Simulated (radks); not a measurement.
The numbers below are computed, except where a source is named.
Charge is removed step by step from the 5s down level of the praseodymium ion Pr3+, starting from [Kr] 4d10 4f2 5s(up 1, down 1) 5p6. Code: a radial shooting solver on a logarithmic mesh with Libxc functionals. Model: scalar-relativistic Kohn-Sham, PBEsol, spin-polarised, spherical densities, finite nucleus; open shells are filled with parallel spins first (spin-orbit coupling, left out, can overturn this in heavy ions); Fermi nuclear charge, rms radius 4.8919 fm.

removed (e)  E - E(0) (eV)  eigenvalue (eV)  E minus straight line (eV)
0                    0.000          -65.102                       0.000
0.125                8.239          -66.759                      -0.733
0.25                16.685          -68.424                      -1.259
0.375               25.339          -70.097                      -1.576
0.5                 34.204          -71.778                      -1.683
0.625               43.278          -73.465                      -1.580
0.75                52.564          -75.159                      -1.266
0.875               62.062          -76.860                      -0.739
1                   71.773          -78.567                       0.000

Removing the whole electron costs 71.773 eV by Delta-SCF, against 65.102 eV from minus the eigenvalue at the starting occupation. Slater's transition state (half an electron removed) gives 71.778 eV. Integrating minus the eigenvalue over the occupation (Janak's theorem) gives 71.797 eV. In this scalar-relativistic scheme the density is built from large components alone, so the theorem holds only approximately. The mean slope of the eigenvalue, de/dn, is 13.5 eV per electron.
